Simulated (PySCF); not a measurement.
# Computed records: C2H8AlB, CH6AlBN, CH6BOSi, CH6BClSi and others

All values are calculated (PySCF 2.14.0). Calculation on a computer-drawn molecule: the log of a Hartree-Fock and frozen-core CCSD(T) single point meant for a local Hartree-Fock minimum, with one planted fault or none, to be diagnosed. Offsets are logged minus clean, where the clean run is the same molecule without the fault. The reference is restricted for singlets and unrestricted otherwise, and also for a bond in bohr or an excited solution. Adding or removing an electron swaps singlet and doublet. The excited solution moves the top pair (singlet) or top alpha electron (doublet) to the lowest empty orbital. Highest occupied and lowest empty are orbital energies over both spins, largest force is the largest gradient component, triples share is (T) over the correlation energy, the T1 limit is 0.02 restricted and 0.045 unrestricted, electrons count all cores, a negative frequency is imaginary (commonest isotopes), and the dipole is about the centre of nuclear charge.

Common to all runs: meant basis cc-pV(D+d)Z; logged SCF converged yes; logged CC converged yes; logged SCF stable within its kind yes; possible faults no fault, one electron removed, one electron added, multiplicity raised by two, geometry at a saddle point, SCF held on an excited solution, minimal basis STO-3G, one bond length entered in bohr, all coordinates scaled.

```json
{"entry": 1, "formula": "C2H8AlB", "logged_structure": {"atoms_angstrom": [["B", -0.5094, -2.6315, 0.787], ["C", -0.605, -1.2952, -0.0344], ["C", 0.8683, -1.0074, -0.4738], ["Al", 1.1477, 0.6197, -1.5571], ["H", -0.2714, -2.6133, 1.9667], ["H", -0.6249, -4.6484, -0.2581], ["H", -1.2397, -1.3819, -0.9203], ["H", -0.98, -0.4555, 0.5569], ["H", 1.5241, -0.9377, 0.4066], ["H", 1.2691, -1.8569, -1.0469], ["H", 2.612, 1.0113, -2.019], ["H", -0.0762, 1.5351, -1.971]]}, "given": {"meant_charge": 0, "meant_multiplicity": 1, "logged_electrons": 38, "logged_basis_functions": 105, "logged_spin_squared": 0.6161, "logged_highest_occupied [eV]": -9.167, "logged_lowest_empty [eV]": 1.1689, "logged_largest_force [hartree/bohr]": 0.024255, "logged_T1_diagnostic": 0.058539, "logged_D1_diagnostic": 0.27589, "logged_triples_share": 0.032011, "logged_dipole_magnitude [debye]": 1.408, "logged_energy_HF [hartree]": -346.84165, "logged_energy_CCSD(T) [hartree]": -347.35915, "drawn_bonds_atom": [1, 2, 3, 1, 1, 2, 2, 3, 3, 4, 4], "drawn_bonds_other_atom": [2, 3, 4, 5, 6, 7, 8, 9, 10, 11, 12], "drawn_bonds_order": [1, 1, 1, 1, 1, 1, 1, 1, 1, 1, 1]}, "results": {"planted_fault": "one bond length entered in bohr, row 5 of the drawn bonds", "HF_energy_offset_from_clean_run [kcal/mol]": 75.59, "CCSD(T)_energy_offset_from_clean_run [kcal/mol]": 74.26}, "notes": ["T1 above single-reference limit"]}
{"entry": 2, "formula": "CH6AlBN", "logged_structure": {"atoms_angstrom": [["B", -1.5424, -1.273, -1.7413], ["C", -1.1815, 0.2445, -1.4747], ["N", 0.273, 0.5458, -1.3583], ["Al", 1.1528, 1.9177, -1.8676], ["H", -2.6884, -1.5479, -1.9282], ["H", -0.6968, -2.1205, -1.7236], ["H", -1.6254, 0.8595, -2.2637], ["H", -1.6954, 0.5389, -0.5511], ["H", 0.7628, -0.2017, -0.8923], ["H", 1.9402, 3.1468, -2.3555]]}, "given": {"meant_charge": 1, "meant_multiplicity": 1, "logged_electrons": 36, "logged_basis_functions": 95, "logged_spin_squared": 2.0194, "logged_highest_occupied [eV]": -10.977, "logged_lowest_empty [eV]": -5.8985, "logged_largest_force [hartree/bohr]": 0.11468, "logged_T1_diagnostic": 0.023815, "logged_D1_diagnostic": 0.12052, "logged_triples_share": 0.026352, "logged_dipole_magnitude [debye]": 2.0055, "logged_energy_HF [hartree]": -362.03298, "logged_energy_CCSD(T) [hartree]": -362.50064, "drawn_bonds_atom": [1, 2, 3, 1, 1, 2, 2, 3, 4], "drawn_bonds_other_atom": [2, 3, 4, 5, 6, 7, 8, 9, 10], "drawn_bonds_order": [1, 1, 1, 1, 1, 1, 1, 1, 1]}, "results": {"planted_fault": "multiplicity raised by two", "HF_energy_offset_from_clean_run [kcal/mol]": 74.26, "CCSD(T)_energy_offset_from_clean_run [kcal/mol]": 93.23}}
{"entry": 3, "formula": "CH6AlBN", "logged_structure": {"atoms_angstrom": [["B", -1.5424, -1.273, -1.7413], ["C", -1.1815, 0.2445, -1.4747], ["N", 0.273, 0.5458, -1.3583], ["Al", 1.1528, 1.9177, -1.8676], ["H", -2.6884, -1.5479, -1.9282], ["H", -0.6968, -2.1205, -1.7236], ["H", -1.6254, 0.8595, -2.2637], ["H", -1.6954, 0.5389, -0.5511], ["H", 0.7628, -0.2017, -0.8923], ["H", 1.9402, 3.1468, -2.3555]]}, "given": {"meant_charge": 1, "meant_multiplicity": 1, "logged_electrons": 36, "logged_basis_functions": 30, "logged_spin_squared": 0.0, "logged_highest_occupied [eV]": -13.52, "logged_lowest_empty [eV]": 1.1733, "logged_largest_force [hartree/bohr]": 0.027575, "logged_T1_diagnostic": 0.020587, "logged_D1_diagnostic": 0.088559, "logged_triples_share": 0.020619, "logged_dipole_magnitude [debye]": 6.6831, "logged_energy_HF [hartree]": -357.86419, "logged_energy_CCSD(T) [hartree]": -358.07963, "drawn_bonds_atom": [1, 2, 3, 1, 1, 2, 2, 3, 4], "drawn_bonds_other_atom": [2, 3, 4, 5, 6, 7, 8, 9, 10], "drawn_bonds_order": [1, 1, 1, 1, 1, 1, 1, 1, 1]}, "results": {"planted_fault": "minimal basis STO-3G", "HF_energy_offset_from_clean_run [kcal/mol]": 2690, "CCSD(T)_energy_offset_from_clean_run [kcal/mol]": 2867}, "notes": ["T1 above single-reference limit"]}
{"entry": 4, "formula": "CH6AlBN", "logged_structure": {"atoms_angstrom": [["B", 0.3283, -1.2777, 1.4262], ["C", 0.9791, -0.6431, 0.1434], ["N", 0.5852, -1.1866, -1.1533], ["Al", 1.5916, -1.6336, -2.5426], ["H", -0.5487, -2.0976, 1.3612], ["H", 0.6944, -0.9019, 2.5082], ["H", 0.7739, 0.441, 0.2114], ["H", 2.0692, -0.7031, 0.2521], ["H", -0.4101, -1.3076, -1.2096], ["H", 3.1656, -1.4506, -2.3693]]}, "given": {"meant_charge": 0, "meant_multiplicity": 2, "logged_electrons": 37, "logged_basis_functions": 30, "logged_spin_squared": 0.7559, "logged_highest_occupied [eV]": -4.6806, "logged_lowest_empty [eV]": 7.288, "logged_largest_force [hartree/bohr]": 0.037396, "logged_T1_diagnostic": 0.015252, "logged_D1_diagnostic": 0.068432, "logged_triples_share": 0.016422, "logged_dipole_magnitude [debye]": 2.06, "logged_energy_HF [hartree]": -357.95793, "logged_energy_CCSD(T) [hartree]": -358.15937, "drawn_bonds_atom": [1, 2, 3, 1, 1, 2, 2, 3, 4], "drawn_bonds_other_atom": [2, 3, 4, 5, 6, 7, 8, 9, 10], "drawn_bonds_order": [1, 1, 1, 1, 1, 1, 1, 1, 1]}, "results": {"planted_fault": "minimal basis STO-3G", "HF_energy_offset_from_clean_run [kcal/mol]": 2778, "CCSD(T)_energy_offset_from_clean_run [kcal/mol]": 2969}}
{"entry": 5, "formula": "CH6BOSi", "logged_structure": {"atoms_angstrom": [["B", 1.0815, 2.2862, 0.3147], ["C", -0.3977, 1.8244, -0.119], ["Si", -0.4278, 0.6381, -1.4768], ["O", -1.0419, 1.0757, -2.8579], ["H", 1.2424, 3.3959, 0.7078], ["H", 1.9825, 1.5, 0.2719], ["H", -0.7177, 1.2501, 0.7707], ["H", -1.0966, 2.6456, -0.2776], ["H", 0.125, -0.7097, -1.3861], ["H", -1.1214, 0.5873, -3.6708]]}, "given": {"meant_charge": 1, "meant_multiplicity": 1, "logged_electrons": 39, "logged_basis_functions": 95, "logged_spin_squared": 0.769, "logged_highest_occupied [eV]": -5.5602, "logged_lowest_empty [eV]": 2.4224, "logged_largest_force [hartree/bohr]": 0.062381, "logged_T1_diagnostic": 0.017126, "logged_D1_diagnostic": 0.082789, "logged_triples_share": 0.025152, "logged_dipole_magnitude [debye]": 0.65805, "logged_energy_HF [hartree]": -429.79311, "logged_energy_CCSD(T) [hartree]": -430.35358, "drawn_bonds_atom": [1, 2, 3, 1, 1, 2, 2, 3, 4], "drawn_bonds_other_atom": [2, 3, 4, 5, 6, 7, 8, 9, 10], "drawn_bonds_order": [1, 1, 1, 1, 1, 1, 1, 1, 1]}, "results": {"planted_fault": "one electron added", "HF_energy_offset_from_clean_run [kcal/mol]": -110.4, "CCSD(T)_energy_offset_from_clean_run [kcal/mol]": -118.7}}
{"entry": 6, "formula": "CH6BOSi", "logged_structure": {"atoms_angstrom": [["B", 1.0815, 2.2862, 0.3147], ["C", -0.3977, 1.8244, -0.119], ["Si", -0.4278, 0.6381, -1.4768], ["O", -1.0419, 1.0757, -2.8579], ["H", 1.2424, 3.3959, 0.7078], ["H", 1.9825, 1.5, 0.2719], ["H", -0.7177, 1.2501, 0.7707], ["H", -1.0966, 2.6456, -0.2776], ["H", 0.125, -0.7097, -1.3861], ["H", -1.1214, 0.5873, -3.6708]]}, "given": {"meant_charge": 1, "meant_multiplicity": 1, "logged_electrons": 38, "logged_basis_functions": 95, "logged_spin_squared": 0.0, "logged_highest_occupied [eV]": -17.457, "logged_lowest_empty [eV]": -4.0565, "logged_largest_force [hartree/bohr]": 2.1343e-05, "logged_lowest_frequency [cm^-1]": 56.128, "logged_T1_diagnostic": 0.013819, "logged_D1_diagnostic": 0.04999, "logged_triples_share": 0.025555, "logged_dipole_magnitude [debye]": 2.682, "logged_energy_HF [hartree]": -429.61717, "logged_energy_CCSD(T) [hartree]": -430.16444, "drawn_bonds_atom": [1, 2, 3, 1, 1, 2, 2, 3, 4], "drawn_bonds_other_atom": [2, 3, 4, 5, 6, 7, 8, 9, 10], "drawn_bonds_order": [1, 1, 1, 1, 1, 1, 1, 1, 1]}, "results": {"planted_fault": "no fault", "HF_energy_offset_from_clean_run [kcal/mol]": 0.0, "CCSD(T)_energy_offset_from_clean_run [kcal/mol]": 0.0}}
{"entry": 7, "formula": "CH6BClSi", "logged_structure": {"atoms_angstrom": [["B", -2.4366, 1.3448, -0.1482], ["C", -1.2787, 0.3924, -0.6013], ["Si", -0.3055, 1.0718, -2.0564], ["Cl", 1.1922, -0.2796, -2.556], ["H", -2.2402, 2.2057, 0.6661], ["H", -3.5306, 1.2569, -0.6362], ["H", -1.653, -0.5809, -0.9356], ["H", -0.539, 0.2382, 0.1914], ["H", -1.1505, 1.2386, -3.2522], ["H", 0.3575, 2.3459, -1.7267]]}, "given": {"meant_charge": 0, "meant_multiplicity": 1, "logged_electrons": 48, "logged_basis_functions": 104, "logged_spin_squared": 2.0182, "logged_highest_occupied [eV]": -6.564, "logged_lowest_empty [eV]": -2.7092, "logged_largest_force [hartree/bohr]": 0.087882, "logged_T1_diagnostic": 0.024407, "logged_D1_diagnostic": 0.14862, "logged_triples_share": 0.028682, "logged_dipole_magnitude [debye]": 2.0558, "logged_energy_HF [hartree]": -814.32952, "logged_energy_CCSD(T) [hartree]": -814.86491, "drawn_bonds_atom": [1, 2, 3, 1, 1, 2, 2, 3, 3], "drawn_bonds_other_atom": [2, 3, 4, 5, 6, 7, 8, 9, 10], "drawn_bonds_order": [1, 1, 1, 1, 1, 1, 1, 1, 1]}, "results": {"planted_fault": "multiplicity raised by two", "HF_energy_offset_from_clean_run [kcal/mol]": 129.3, "CCSD(T)_energy_offset_from_clean_run [kcal/mol]": 129.8}}
{"entry": 8, "formula": "CH7BOSi", "logged_structure": {"atoms_angstrom": [["B", 0.742, 1.4968, -0.9988], ["C", 0.565, 0.1759, -0.4425], ["Si", 1.2411, -0.0074, 1.1451], ["O", 0.962, -1.4507, 1.5636], ["H", -0.0076, 2.2982, -0.8178], ["H", 1.6484, 1.7508, -1.5911], ["H", -0.4129, -0.0659, -0.332], ["H", 1.0206, -0.539, -0.9977], ["H", 0.6667, 0.865, 2.0335], ["H", 2.5909, 0.2342, 1.1413], ["H", 1.2356, -1.7221, 2.3485]]}, "given": {"meant_charge": 0, "meant_multiplicity": 1, "logged_electrons": 40, "logged_basis_functions": 100, "logged_spin_squared": 0.0, "logged_highest_occupied [eV]": -12.347, "logged_lowest_empty [eV]": 2.7704, "logged_largest_force [hartree/bohr]": 0.094141, "logged_T1_diagnostic": 0.010037, "logged_D1_diagnostic": 0.0301, "logged_triples_share": 0.021794, "logged_dipole_magnitude [debye]": 1.3562, "logged_energy_HF [hartree]": -430.40307, "logged_energy_CCSD(T) [hartree]": -430.97415, "drawn_bonds_atom": [1, 2, 3, 1, 1, 2, 2, 3, 3, 4], "drawn_bonds_other_atom": [2, 3, 4, 5, 6, 7, 8, 9, 10, 11], "drawn_bonds_order": [1, 1, 1, 1, 1, 1, 1, 1, 1, 1]}, "results": {"planted_fault": "all coordinates scaled, by -7.5 %", "HF_energy_offset_from_clean_run [kcal/mol]": 41.32, "CCSD(T)_energy_offset_from_clean_run [kcal/mol]": 47.77}}
```
